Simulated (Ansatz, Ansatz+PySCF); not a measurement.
```xyz
2

Cu    0.0000    0.0000    0.0000
O     0.0000    0.0000    1.7240
```

Basis set: def2-SVP (spherical functions). Correlated methods keep 6 orbitals frozen. Charge 0, multiplicity 2.

Computed with Ansatz (development build ahead of 0.2.0); each method stands on the lowest determinant of its kind that the runs found. Restricted functionals stand beside restricted open-shell atoms, which can lie above the unrestricted atoms usual in DFT and then raise those values.

The atomization energy at this shape (free ground-state atoms in the same class of orbitals less the molecule, no zero-point energy) of doublet CuO:

```tsv
method	atomization energy
r²SCAN (unrestricted)	3.32 eV
r²SCAN (restricted open-shell)	3.35 eV
PBE (unrestricted)	3.54 eV
PBE (restricted open-shell)	3.56 eV
PBE0 (unrestricted)	2.71 eV
UHF-MP2	2.25 eV
UHF	0.38 eV
ROHF	0.42 eV
```

Task: What does ωB97X (unrestricted) give?

Result: 2.96 eV.
